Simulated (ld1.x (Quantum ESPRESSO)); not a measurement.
## Before and after: TM potential for bromine (Br)

```json
{"Element": "bromine", "Generator": "ld1.x (Quantum ESPRESSO) 7.5", "Type": "norm-conserving Troullier–Martins (Kleinman–Bylander form)", "Functional": "PBEsol", "Relativity": "scalar-relativistic", "Frozen core": "[Ar]", "Valence charge": "17", "Reference configuration": "3d10 4s2 4p5", "Partial waves": "4s (bound): rc 1.50 bohr; 4p (bound): rc 1.40 bohr; 3d (bound): rc 0.60 bohr; 4f channel at -0.15 Ry: rc 1.40 bohr", "Local potential": "all-electron potential smoothed inside 0.65 bohr (lloc = -1)", "Core correction": "none"}
```

Change: all radii scaled by about 1.22 (s 1.82, p 1.70, d 0.74, f 1.70 bohr); local potential all-electron potential smoothed inside 0.80 bohr (lloc = -1).

Cutoffs: the cutoffs (Ry, on a coarse ladder) from which the occupation-weighted sum of valence levels, in a spherical-Bessel basis at the reference potential, stays within 10 and 1 mRy of its value at 400 Ry; they do not see the model core or the augmentation charge, which bear on the density cutoff. Errors are all-electron minus pseudo energies relative to the spin-unpolarised reference configuration.

Q: What does the change do?

A: Both files keep a bound ghost (p, s); of the 6 tests that both files solve, the error grows in 6 and shrinks in 0 by more than 15 % and 0.3 meV (median size 1.8 → 50.0 meV). More of the atom is replaced by a form fitted at one configuration, so other configurations suffer.

| quantity | base | changed |
| --- | --- | --- |
| cutoffs, loose and tight | not determined | over 300 Ry, over 300 Ry |
| bound ghosts | s, p | s, p |
| tests counted (converged, no solver errors) | 6 of 7 | 6 of 7 |
| error for 3d10 4s2 4p4, meV [ΔE 12.55 eV] | -2.0 | +22 |
| error for 3d10 4s2 4p3, meV [ΔE 35.32 eV] | -3.6 | +131 |
| error for 3d10 4s2 4p2, meV [ΔE 69.33 eV] | +1.0 | +392 |
| error for 3d10 4s1 4p5, meV [ΔE 25.56 eV] | -2.8 | +78 |
| error for 3d10 4s1 4p6, meV [ΔE 12.38 eV] | -1.5 | +5.3 |
| error for 3d10 4s2 4p5.3, meV [ΔE -1.96 eV] | +0.3 | +1.5 |

Base: Tests not counted: 3d9 4s2 4p6 (solver errors, printed error -2905 eV). ld1.x printed “convergence not achieved” for 6 of the counted tests; their residual had stalled under 1e-8, short of the target of 1e-14. Changed file: Tests not counted: 3d9 4s2 4p6 (solver errors, printed error -311 eV). ld1.x printed “convergence not achieved” for 6 of the counted tests; their residual had stalled under 1e-8, short of the target of 1e-14. A true bound ghost makes a file unfit for plane-wave use even where its test errors are small: the radial tests pick states by their node count and pass the ghost by. Where a test does run into it, the solver fails or the error is huge.
